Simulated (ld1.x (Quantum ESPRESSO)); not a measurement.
## PBE RRKJ dataset for sulfur, scalar-relativistic all-electron reference.

The input file (ld1.x (Quantum ESPRESSO) 7.5):

```
&input
   title='S', zed=16., rel=1, dft='PBE', iswitch=3,
   config='[Ne] 3s2 3p4',
   nld=2, rlderiv=1.60, eminld=-3.0, emaxld=5.0, deld=0.02
 /
 &inputp
   pseudotype=2, tm=.false., lloc=-1, rcloc=1.00,
   nlcc=.true.,
   file_pseudopw='S.UPF', file_wfcaegen='ae.wfc', file_wfcncgen='nc.wfc', file_beta='beta', file_chi='chi'
 /
2
3S  1  0   2.00   0.00  1.45  1.45  0.0
3P  2  1   4.00   0.00  1.35  1.35  0.0
 &test
   configts(1)='3s2 3p4'
 /
```

Command:

```bash
ld1.x < S.in > S.out
```

The program printed (shortened: banner, matrices, multipoles, cross overlaps and the repeated all-electron block are left out):

```
[... start of the log left out ...]
     Exc  =     -50.932640 Ry,     -25.466320 Ha,    -692.973876 eV

     normalization and overlap integrals

     s(1S/1S) =  1.000000  <r> =   0.0969  <r2> =    0.0126  r(max) =   0.0633
     s(2S/2S) =  1.000000  <r> =   0.4790  <r2> =    0.2731  r(max) =   0.3877
     s(2P/2P) =  1.000000  <r> =   0.4425  <r2> =    0.2449  r(max) =   0.3254
     s(3S/3S) =  1.000000  <r> =   1.6944  <r2> =    3.3424  r(max) =   1.4048
     s(3P/3P) =  1.000000  <r> =   2.0716  <r2> =    5.1763  r(max) =   1.6119

     ------------------------ End of All-electron run ------------------------

     --------------------- Generating NC pseudopotential ---------------------

      Generating local potential from pseudized AE potential:
      Matching radius rcloc =   1.0000

      Local pseudo, rcloc= 1.002 Estimated cut-off energy=    23.55 Ry

      Computing core charge for nlcc:

       r > 0.87 : true rho core
       r < 0.87 : rho core = a sin(br)/r    a=   5.88  b=   3.09

      Integrated core pseudo-charge :   2.14

      Wfc   3S  rcut= 1.459  Estimated cut-off energy=       58.23 Ry
     l=   0 Node at 0.29080896
      This function has    1 nodes for 0 < r <    1.459

 %%%%%%%%%%%%%%%%%%%%%%%%%%%%%%%%%%%%%%%%%%%%%%%%%%%%%%%%%%%%%%%%%%%%%%%%%%%%%%
     Error in routine compute_phi (1):
     phi has nodes before r_c
 %%%%%%%%%%%%%%%%%%%%%%%%%%%%%%%%%%%%%%%%%%%%%%%%%%%%%%%%%%%%%%%%%%%%%%%%%%%%%%

     stopping ...
```

The run stopped because the RRKJ expansion in Bessel functions gave a pseudo-wave with a node inside its radius.

The run took about 0.08 s on one core of a shared server CPU.
